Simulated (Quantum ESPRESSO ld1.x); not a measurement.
Input file for ld1.x (Quantum ESPRESSO 7.5):

```
 &input
    atom='Tm',
    iswitch=1,
    rel=1,
    dft='WC',
    config='[Kr] 4d10 4f13 5s1 5p6 6p1 6s0 5d0',
    verbosity='high',
    prefix='ld1',
    max_out_wfc=37,
    file_charge='ld1.rho',
 /
```

It prints (banner and zero overlaps left out):

```
     Program LD1 v.7.5 starts

     --------------------------- All-electron run ----------------------------

     scalar relativistic calculation

     atomic number is 69.00
     dft =WC   lsd =0 sic =0 latt =0  beta=0.20 tr2=1.0E-14
     Exchange-correlation= WC
                           (   1   4  11   4   0   0   0)
     mesh =2105 r(mesh) =  99.27497 a.u. xmin = -8.00 dx = 0.00800
     1 Ry =  13.60569312 eV, c = 137.03599908

     n l     nl                  e(Ry)          e(Ha)          e(eV)
     1 0     1S 1( 2.00)   -4359.173010101   -2179.586505050 -59309.5702455
     2 0     2S 1( 2.00)    -736.828710708    -368.414355354 -10025.0653221
     2 1     2P 1( 6.00)    -650.807622254    -325.403811127  -8854.6887905
     3 0     3S 1( 2.00)    -166.839344116     -83.419672058  -2269.9649169
     3 1     3P 1( 6.00)    -140.793484337     -70.396742169  -1915.5929416
     4 0     4S 1( 2.00)     -34.180460401     -17.090230201   -465.0488550
     4 1     4P 1( 6.00)     -25.627324845     -12.813662422   -348.6775174
     3 2     3D 1(10.00)    -108.630123386     -54.315061693  -1477.9881227
     4 2     4D 1(10.00)     -14.268968099      -7.134484049   -194.1392011
     4 3     4F 1(13.00)      -1.876605988      -0.938302994    -25.5325252
     5 0     5S 1( 1.00)      -5.561505676      -2.780752838    -75.6681395
     5 1     5P 1( 6.00)      -3.556765521      -1.778382760    -48.3922602
     6 1     6P 1( 1.00)      -0.937511674      -0.468755837    -12.7554961
     6 0     6S 1( 0.00)      -1.311941099      -0.655970550    -17.8498680
     5 2     5D 1( 0.00)      -1.318878089      -0.659439044    -17.9442505

     final scf error:  8.1E-15 reached in  29 iterations

     Etot =  -27127.067121 Ry,  -13563.533561 Ha, -369082.550576 eV

     Ekin =   29488.258369 Ry,   14744.129185 Ha,  401208.194107 eV
     Encl =  -66573.645118 Ry,  -33286.822559 Ha, -905780.585561 eV
     Eh   =   10525.092585 Ry,    5262.546292 Ha,  143201.179801 eV
     Exc  =    -566.772957 Ry,    -283.386479 Ha,   -7711.338923 eV
```

Run on one thread of a shared host, so times are rough (Intel(R) Xeon(R) Processor @ 2.60GHz): 0.76 s of CPU time, 0.79 s wall, 29 iterations on 2105 mesh points.
